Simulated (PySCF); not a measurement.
Sc(F)3 cation (F3Sc), SMILES [Sc]([F])([F])[F] (connectivity only; charge and spin as stated), charge +1, multiplicity 2. Atoms are numbered in the order given.

```xyz
4

Sc    -0.2832    -0.4530     0.0000
F      1.1940     0.2612    -1.0095
F     -1.7272     0.5345     0.0000
F      1.1940     0.2612     1.0095
```
Charge +1, spin multiplicity 2.

Geometry optimised at B3LYP-D3(BJ)/def2-SVP. The spin state was assumed, not searched. The isomer is the one that the SMILES or the coordinates give; other isomers of the formula were not compared.

Method: PySCF 2.14.0 with TDA-CAM-B3LYP/def2-SVPD.

Vertical excitations. Isolated molecule, no solvent.

| state | energy (eV) | λ (nm) | f | main pairs |
|---|---|---|---|---|
| root 1 | 1.56 | 795 | 0.000 | β HOMO−3→LUMO 52 %, β HOMO−1→LUMO 47 % |
| root 2 | 2.52 | 491 | 0.000 | β HOMO−6→LUMO 57 %, β HOMO−4→LUMO 20 %, β HOMO−7→LUMO 11 %, β HOMO→LUMO 10 % |
| root 3 | 2.57 | 482 | 0.000 | β HOMO−5→LUMO 87 % |
| root 4 | 2.72 | 456 | 0.002 | β HOMO−7→LUMO 59 %, β HOMO−2→LUMO 22 %, β HOMO−6→LUMO 18 % |
| root 5 | 4.40 | 282 | 0.140 | β HOMO→LUMO 66 % |
| root 6 | 4.82 | 257 | 0.000 | β HOMO−1→LUMO 48 %, β HOMO−3→LUMO 40 %, β HOMO−5→LUMO 12 % |
| root 7 | 4.89 | 254 | 0.027 | β HOMO−2→LUMO 59 %, β HOMO−7→LUMO 16 %, β HOMO→LUMO 11 %, β HOMO−4→LUMO 10 % |
| root 8 | 5.13 | 242 | 0.007 | β HOMO−4→LUMO 61 %, β HOMO−6→LUMO 19 %, β HOMO−7→LUMO 11 % |
| root 9 | 7.12 | 174 | 0.000 | α HOMO→LUMO+1 18 %, α HOMO−1→LUMO 18 %, β HOMO→LUMO+1 28 %, β HOMO−1→LUMO+2 17 % |
| root 10 | 7.20 | 172 | 0.000 | α HOMO→LUMO 31 %, α HOMO−1→LUMO+1 6 %, β HOMO−1→LUMO+1 39 %, β HOMO→LUMO+2 8 % |
Unrestricted roots are not spin-pure.
